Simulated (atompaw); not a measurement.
Ge (Z = 32): variants of one PAW (atompaw) potential

Base potential:

```
Element                 : germanium
Generator               : atompaw 4.2.0.5
Type                    : PAW
Functional              : PBE
Relativity              : scalar-relativistic
Frozen core             : [Ne]
Valence charge          : 22
Reference configuration : 3s2 3p6 3d10 4s2 4p2
Partial waves           : 3s (bound): rc 0.85 bohr; 4s (bound): rc 1.30 bohr; 3p (bound): rc 1.05 bohr; 4p (bound): rc 1.30 bohr; 3d (bound): rc 1.30 bohr; 3d channel at -1.7 Ry: rc 1.30 bohr
Local potential         : bessel scheme, radius 1.10 bohr
Core correction         : smooth core density matched at 1.20 bohr
Augmentation charge     : sinc compensation charge, radius 1.25 bohr; PAW radius 1.30 bohr; waves and projectors: custom polynom vanderbiltortho
```

All-electron outer shells of the reference configuration (PBE, scalar-relativistic, ld1.x):

```tsv
shell	level (eV)	outermost node (bohr)	outermost maximum (bohr)
2s	-1371.79	0.06	0.18
2p	-1198.71	–	0.14
3s	-168.49	0.26	0.54
3p	-115.62	0.23	0.54
3d	-29.31	–	0.50
4s	-11.73	0.77	1.75
4p	-3.90	0.82	2.22
```

Cutoffs, loose and tight: the cutoffs (Ry, on a coarse ladder) from which the occupation-weighted sum of valence levels, in a spherical-Bessel basis at the reference potential, stays within 10 and 1 mRy of its value at 400 Ry. They see the waves, projectors and local potential, not the compensation charge or the core. A dash means not determined.

| change | outcome | cutoff, loose | cutoff, tight | bound ghosts |
| --- | --- | --- | --- | --- |
| base | generated | 120 Ry | 200 Ry | none |
| all radii scaled by about 0.77 (s 0.66, p 0.80, d 1.00 bohr); local potential bessel scheme, radius 0.84 bohr; augmentation sinc compensation charge, radius 0.96 bohr; PAW radius 1.00 bohr; waves and projectors: custom polynom vanderbiltortho; core correction smooth core density matched at 0.92 bohr | generated | 200 Ry | 300 Ry | none |
| all radii scaled by about 0.86 (s 0.74, p 0.90, d 1.12 bohr); local potential bessel scheme, radius 0.94 bohr; augmentation sinc compensation charge, radius 1.08 bohr; PAW radius 1.12 bohr; waves and projectors: custom polynom vanderbiltortho; core correction smooth core density matched at 1.04 bohr | generated | 160 Ry | 260 Ry | none |
| all radii scaled by about 0.94 (s 0.80, p 1.00, d 1.22 bohr); local potential bessel scheme, radius 1.04 bohr; augmentation sinc compensation charge, radius 1.18 bohr; PAW radius 1.22 bohr; waves and projectors: custom polynom vanderbiltortho; core correction smooth core density matched at 1.14 bohr | generated | 140 Ry | 230 Ry | none |
| all radii scaled by about 1.06 (s 0.90, p 1.12, d 1.38 bohr); local potential bessel scheme, radius 1.18 bohr; augmentation sinc compensation charge, radius 1.34 bohr; PAW radius 1.38 bohr; waves and projectors: custom polynom vanderbiltortho; core correction smooth core density matched at 1.28 bohr | generated | 100 Ry | 180 Ry | none |
| all radii scaled by about 1.17 (s 1.00, p 1.24, d 1.52 bohr); local potential bessel scheme, radius 1.30 bohr; augmentation sinc compensation charge, radius 1.46 bohr; PAW radius 1.52 bohr; waves and projectors: custom polynom vanderbiltortho; core correction smooth core density matched at 1.40 bohr | generated | 90 Ry | 140 Ry | none |
| all radii scaled by about 1.28 (s 1.10, p 1.34, d 1.66 bohr); local potential bessel scheme, radius 1.42 bohr; augmentation sinc compensation charge, radius 1.60 bohr; PAW radius 1.66 bohr; waves and projectors: custom polynom vanderbiltortho; core correction smooth core density matched at 1.54 bohr | generated | 80 Ry | 120 Ry | none |

What comes out with this change to the base: all radii scaled by about 1.24 (s 1.06, p 1.30, d 1.62 bohr); local potential bessel scheme, radius 1.36 bohr; augmentation sinc compensation charge, radius 1.56 bohr; PAW radius 1.62 bohr; waves and projectors: custom polynom vanderbiltortho; core correction smooth core density matched at 1.50 bohr?

outcome: generated; cutoff, loose: 80 Ry; cutoff, tight: 140 Ry; bound ghosts: none.

What comes out with this change to the base: all radii scaled by about 1.12 (s 0.96, p 1.18, d 1.46 bohr); local potential bessel scheme, radius 1.24 bohr; augmentation sinc compensation charge, radius 1.40 bohr; PAW radius 1.46 bohr; waves and projectors: custom polynom vanderbiltortho; core correction smooth core density matched at 1.36 bohr?

outcome: generated; cutoff, loose: 100 Ry; cutoff, tight: 160 Ry; bound ghosts: none.

What comes out with this change to the base: all radii scaled by about 0.80 (s 0.68, p 0.84, d 1.04 bohr); local potential bessel scheme, radius 0.88 bohr; augmentation sinc compensation charge, radius 1.00 bohr; PAW radius 1.04 bohr; waves and projectors: custom polynom vanderbiltortho; core correction smooth core density matched at 0.96 bohr?

outcome: generated; cutoff, loose: 180 Ry; cutoff, tight: 300 Ry; bound ghosts: none.

Reading the sweep of the scale of all radii (base = 1) (base included, trends over the rows without a ghost): The loose cutoff falls from 200 Ry at 0.77 to 80 Ry at 1.28. A larger radius leaves more room for a smooth pseudo-wave, so fewer plane waves are needed; a smaller one forces it to follow the all-electron wave where it bends sharply.
